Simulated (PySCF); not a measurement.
# Two-photon absorption: 3,4-dimethyl-1-pentene, C7H14

Geometry:
```
atom   x (Å)   y (Å)   z (Å)
  C1   1.972  -0.810   1.344
  C2   1.327  -0.725   0.179
  C3   0.504   0.444  -0.280
  C4   0.960   0.912  -1.661
  C5  -1.017   0.152  -0.235
  C6  -1.431  -1.052  -1.074
  C7  -1.511   0.007   1.199
  H8   1.941   0.008   2.071
  H9   2.555  -1.695   1.615
 H10   1.396  -1.568  -0.521
 H11   0.680   1.271   0.431
 H12   0.361   1.770  -2.005
 H13   2.016   1.219  -1.643
 H14   0.864   0.114  -2.414
 H15  -1.504   1.045  -0.669
 H16  -1.019  -1.988  -0.663
 H17  -1.099  -0.967  -2.120
 H18  -2.527  -1.157  -1.085
 H19  -1.273   0.899   1.799
 H20  -1.041  -0.859   1.692
 H21  -2.602  -0.139   1.229
```

Computed with TDDFT CAM-B3LYP/aug-cc-pVDZ excited states, vertical, gas phase (PySCF 2.14.0). Geometry: PBE0-D3(BJ)/def2-SVP.

**Question.** Give the one- and two-photon strengths of the lowest singlets.

**Answer.** δ for parallel linear polarisation; σ at the peak of a Lorentzian of half width 0.1 eV, single beam; Ω is circular over linear.
| state | E (eV) | f | photon λ (nm) | δ (au) | σ (GM) | Ω | main |
| --- | --- | --- | --- | --- | --- | --- | --- |
| S1 | 6.65 | 0.039 | 373 | 64.3 | 1.04 | 1.18 | HOMO→LUMO 0.51, HOMO→LUMO+1 0.27 |
| S2 | 6.91 | 0.085 | 359 | 54.1 | 0.95 | 0.91 | HOMO→LUMO+1 0.41, HOMO→LUMO+4 0.18 |
| S3 | 7.08 | 0.204 | 350 | 89.2 | 1.64 | 0.35 | HOMO→LUMO+4 0.47, HOMO→LUMO+2 0.24 |
| S4 | 7.26 | 0.037 | 342 | 79.8 | 1.54 | 1.34 | HOMO→LUMO+2 0.35, HOMO→LUMO 0.28 |
| S5 | 7.50 | 0.032 | 331 | 211 | 4.36 | 0.14 | HOMO→LUMO+3 0.73 |
| S6 | 7.71 | 0.002 | 322 | 5.34 | 0.12 | 1.15 | HOMO−1→LUMO+4 0.45, HOMO−1→LUMO+9 0.16 |

Among these, the strongest one-photon state is S3, the strongest two-photon state S5, with a dipole change of 5.9 D (relaxed, norm of the difference vector).
